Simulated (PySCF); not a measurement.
BFH2OS, SMILES OB(F)S. Heavy atoms are numbered as in [B:1]([F:2])([OH:3])[SH:5]. Hydrogens are named by the atom that carries them.

The structure is a stationary point at B3LYP-D3(BJ)/def2-SVP. The values are those of a single conformer.

The numbers are results of KT2/pcSseg-2 (PySCF), not measurements.

GIAO shieldings, no solvent; atoms alike by connectivity are averaged. δ = σ(ref) − σ: ¹¹B against BF3 (σ = 89.2 ppm); ¹⁹F against CFCl3 (σ = 125.1 ppm); ¹⁷O against H2O (σ = 324.0 ppm); ¹H against TMS (σ = 31.47 ppm); ³³S against H2S (σ = 720.7 ppm), references at their B3LYP-D3(BJ)/def2-TZVP geometries, non-relativistic.

```
nucleus    atoms  count  δ (ppm)
-------  -------  -----  -------
¹¹B           B1      1     19.5
¹⁹F           F2      1   -123.8
¹⁷O      O3 (OH)      1    120.5
¹H       H on O3      1     4.02
¹H       H on S5      1     1.88
³³S      S5 (SH)      1     43.0
```
